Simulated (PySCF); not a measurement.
Gas-phase equilibrium of 1 mol SnCl4, 6.2 mol H2O at 1000 K and 1.01 bar, among 27 species (ClO, SnCl4, O2, HCl, O, SnH2, HO2, SnO, SnHCl3, SnCl3, H2O, H, HOCl, H2O2, O3, H2, SnH4, SnCl2, SnH2Cl2, Cl, Cl2, SnO2, SnH3Cl, Sn2O2, SnHCl, Sn(OH)2, OH). Only gases are allowed; each row takes one source of thermochemistry for all species, and Cantera finds the minimum.

Method: PySCF energies plus ideal-gas RRHO corrections (1 bar). † marks an energy on the PBE0/def2-TZVP geometry and frequencies. Open shells (unrestricted) among the columns below: O2 (multiplicity 3); the rest are closed-shell singlets. B3LYP is the form with VWN-RPA correlation. Sn: scalar-relativistic def2 core potential, no spin-orbit coupling. The harmonic model lacks anharmonicity and excited electronic states, which grow with temperature; levels with a mode under 35 cm⁻¹ are left out. Soft modes under 120 cm⁻¹ make the harmonic entropy rough for SnCl4, SnCl2.

Molecules larger than those listed are left out. Also missing: (SnO)n, which can matter at low temperature or high pressure.

Mole fractions:

```csv
thermochemistry,x H2O,x SnCl4,x HCl,x SnCl2,x O2,x Cl2
B3LYP/def2-TZVP†,0.74,0.076,0.10,0.052,0.026,5.7e-5
PBE0/def2-QZVP†,0.83,0.12,0.030,0.015,0.0074,6.6e-6
ωB97X-V/def2-TZVP†,0.84,0.13,0.021,0.010,0.0052,5.1e-7
```
The most sensitive of these is Cl2: it spans a factor of 10^2.1 over these rows; at this temperature one factor of ten is RT ln 10 = 19 kJ/mol.
